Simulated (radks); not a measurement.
The lead ion Pb+, 81 electrons, occupied as [Hg] 6p1 (the NIST ground configuration). All-electron calculation, scalar-relativistic Kohn-Sham, BLYP, spin-unpolarised, spherical densities, finite nucleus; Fermi nuclear charge, rms radius 5.5012 fm. Program: a radial shooting solver on a logarithmic mesh with Libxc functionals.

Local quantities along the radius. ELF = 1/(1 + alpha^2) is the electron localisation function; alpha = (tau - tau_W)/tau_unif compares the Pauli kinetic energy density with that of the uniform gas. tau is taken from the large components.

```
   r/bohr * ELF (the largest magnitude, 1, reaches the edge; | marks zero)
0.0008313 |                                                      *
0.0009755 |                                                      *
 0.001136 |                                                      *
 0.001322 |                                                      *
 0.001539 |                                                      *
 0.001806 |                                                      *
 0.002103 |                                                      *
 0.002448 |                                                      *
  0.00285 |                                                      *
 0.003344 |                                                      *
 0.003893 |                                                      *
 0.004532 |                                                      *
 0.005276 |                                                      *
 0.006192 |                                                     *
 0.007208 |                                                     *
 0.008391 |                                                    *
 0.009769 |                                                   *
  0.01146 |                                               *
  0.01335 |                                         *
  0.01554 |                                *
  0.01809 |                        *
  0.02106 |                  *
  0.02471 |                  *
  0.02877 |                      *
  0.03349 |                             *
  0.03899 |                                    *
  0.04575 |                                        *
  0.05326 |                                       *
    0.062 |                                  *
  0.07218 |                         *
  0.08471 |                  *
  0.09861 |                    *
   0.1148 |                             *
   0.1336 |                                    *
   0.1568 |                                      *
   0.1826 |                               *
   0.2126 |                   *
   0.2474 |               *
   0.2904 |                        *
    0.338 |                                   *
   0.3935 |                                       *
   0.4581 |                                   *
   0.5334 |                          *
   0.6259 |                 *
   0.7286 |                   *
   0.8483 |                             *
   0.9875 |                                   *
    1.159 |                                  *
    1.349 |                             *
    1.571 |                       *
    1.828 |                    *
    2.146 |                   *
    2.498 |                    *
    2.908 |                   *
    3.385 |                *
    3.973 |          *
    4.625 |    *
    5.384 | *
    6.268 |*
    7.355 *
    8.563 *
```

On this mesh the ELF has minima near r = 0.025, 0.085, 0.25, 0.63 bohr, which separate the shells, and maxima near 0.046 (0.74), 0.16 (0.71), 0.39 (0.72), 0.99 (0.65), 2.5 (0.37).
